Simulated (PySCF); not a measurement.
A structure optimised at B3LYP-D3(BJ)/def2-SVP, used in a PySCF frequency run:

```xyz
6

O      0.0000     1.0885    -0.6780
C      0.0000     0.0000     0.0980
O      0.0000     0.0000     1.3027
O      0.0000    -1.0885    -0.6780
H      0.0000     1.8517    -0.0802
H      0.0000    -1.8517    -0.0802
```
Charge 0, spin multiplicity 1.

### Question
Write its SMILES, formula and point group.

### Answer
O=C(O)O, CH₂O₃, C2v

### Question
What are its rotational constants (standard atomic weights)?

### Answer
12.036, 11.275, 5.8215 GHz
